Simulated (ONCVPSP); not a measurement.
## Before and after: ONCV potential for holmium (Ho)

```json
{"Element": "holmium", "Generator": "ONCVPSP 4.0.1", "Type": "optimised norm-conserving Vanderbilt (ONCV)", "Functional": "BLYP", "Relativity": "scalar-relativistic", "Frozen core": "[Kr] 4d10 4f10", "Valence charge": "11", "Reference configuration": "5s2 5p6 5d1 6s1 (charge +1)", "Partial waves": "5s+6s: rc 2.45 bohr, ncon 4, nbas 8, qcut 5.7 1/bohr, 2 projectors; 5p: rc 1.80 bohr, ncon 4, nbas 7, qcut 6.9 1/bohr, 1 projector; 5d: rc 2.05 bohr, ncon 4, nbas 8, qcut 4.1 1/bohr, 2 projectors, debl 0.5 Ha", "Local potential": "polynomial inside 1.45 bohr (lpopt 5, dvloc0 2 Ha)", "Core correction": "none"}
```

Change: all radii scaled by about 1.29 (s 3.16, p 2.32, d 2.64 bohr); local potential polynomial inside 1.88 bohr (lpopt 5, dvloc0 2 Ha).

Cutoffs: the cutoffs (Ha) at which the residual kinetic energy of the hardest occupied pseudo-wave falls to 1 and 0.1 mHa per electron; they do not see the model core or the augmentation charge, which bear on the density cutoff. Errors are all-electron minus pseudo energies relative to the spin-unpolarised reference configuration.

Problem. Predict the effect on cutoff, ghosts and configuration errors.

Solution. The potential gets softer (17 Ha and 41 Ha → 8.0 Ha and 18 Ha); of the 3 tests that both files solve, the error grows in 0 and shrinks in 2 by more than 15 % and 0.3 meV (median size 6.4 → 6.2 meV); neither file shows a bound ghost. A larger radius leaves more room for a smooth pseudo-wave, so fewer plane waves are needed.

```csv
quantity,base,changed
"cutoff, loose",17 Ha,8.0 Ha
"cutoff, tight",41 Ha,18 Ha
loose cutoff by channel,"s 8.5 Ha, p 17 Ha, d 9.5 Ha","s 5.0 Ha, p 8.0 Ha, d 7.6 Ha"
bound ghosts,none,none
GHOST(+) flags under 300 eV,s at 94.8 eV,none
"tests counted as reliable (solved cleanly; for ONCVPSP, near-neutral configurations with less than one 5d electron left out)",3 of 4,3 of 4
"error for 5s2 5p6 5d1 6s2, meV [ΔE -6.87 eV]",+6.4,+6.2
"error for 5s2 5p6 5d1 6s0, meV [ΔE 12.71 eV]",+4.5,+3.4
"error for 5s2 5p6 5d0 6s0, meV [ΔE 32.67 eV]",-33,-7.5
```

Base: Tests not counted: 5s2 5p6 5d0 6s2 6p1 (all-electron energy unsafe for a near-neutral lanthanide with less than one 5d electron, printed error +37 meV). Changed file: Tests not counted: 5s2 5p6 5d0 6s2 6p1 (all-electron energy unsafe for a near-neutral lanthanide with less than one 5d electron, printed error +72 meV).
